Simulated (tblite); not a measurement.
C₆H₅N₂P.
Atom-mapped SMILES: `[CH3:1][c:2]1[cH:3][p:4][cH:5][c:6]([C:7]#[N:8])[n:9]1` (hydrogens: H10, H11, H12 on C1; H13 on C3; H14 on C5)

Computed with GFN2-xTB (tblite): harmonic, unscaled wavenumbers at the GFN2-xTB geometry, gas phase. Against measured fundamentals such values can be off by several per cent, at times by over 20.

Harmonic wavenumbers (cm⁻¹): 56.9, 101.9, 121.1, 151.9, 241.3, 309.7, 357.3, 407.3, 442.4, 543.8, 565.1, 571.5, 669.8, 781.2, 829.6, 862.3, 887.4, 971.9, 1009.3, 1017.8, 1037.1, 1158.4, 1187.4, 1313.4, 1362.9, 1390.3, 1444.1, 1466.0, 1473.0, 1507.5, 2378.7, 3015.9, 3024.7, 3042.3, 3053.3, 3064.9.

A = 2096, B = 1212, C = 771.7 MHz; mass 136.019 u (most abundant isotopes); point group Cs, symmetry number 1.

Problem. What is the zero-point energy?

Solution. Half the sum of the wavenumbers: 20910 cm⁻¹ = 250.14 kJ/mol.

Problem. Give the ideal-gas entropy at 298.15 K and 1 bar in the rigid-rotor, harmonic-oscillator model (classical rotation).

Solution. Translation 170.13, rotation 123.36, vibration 96.08: S = 389.6 J/(mol K).

Problem. And Cp and H(298.15 K) − H(0)?

Solution. Cp = 137.03 J/(mol K), of which vibrations give 103.77 (their classical limit is 36 R = 299.3); H(298.15 K) − H(0) = 25.40 kJ/mol without the zero-point energy, 15.48 from vibrations.

Problem. Which modes carry the vibrational entropy at 298.15 K?

Solution. 56.9 cm⁻¹: 19.09; 101.9 cm⁻¹: 14.30; 121.1 cm⁻¹: 12.90; 151.9 cm⁻¹: 11.08; 241.3 cm⁻¹: 7.50; 309.7 cm⁻¹: 5.71 J/(mol K); the other 30 give 25.51 together.

Problem. How do the functions run with temperature in this model?

Solution. 
```
T (K)  S (J/(mol K))  Cp (J/(mol K))  H − H(0) (kJ/mol)  G − H(0) (kJ/mol)  ln q(vib)
  100          283.5            68.8               4.96             -23.40       1.21
  200          341.9           103.6              13.58             -54.81       3.26
  300          390.4           137.6              25.65             -91.47       5.35
  500          474.7           193.5              59.12            -178.22       9.50
  800          577.7           243.7             125.47            -336.69      15.37
 1000          634.4           264.3             176.38            -458.04      18.95
```

q(vib) and H(0) count from the zero-point level.

Problem. What must be added to the electronic energy to get the Gibbs energy at 298.15 K and 1 bar?

Solution. ZPE + [H(298.15 K) − H(0)] − T·S = 250.14 + 25.40 − 116.15 = 159.39 kJ/mol.

Problem. Blend soft modes into free rotors: weight 1/[1 + (100 cm⁻¹/ν̃)⁴] for the oscillator and the rest for a rotor with moment μB/(μ + B), μ = h/(8π²ν), B = 10⁻⁴⁴ kg m². What vibrational entropy results?

Solution. 89.95 J/(mol K) in place of 96.08, which changes −T·S at 298.15 K by +1.83 kJ/mol.

Hindered rotation and anharmonicity are outside this model.
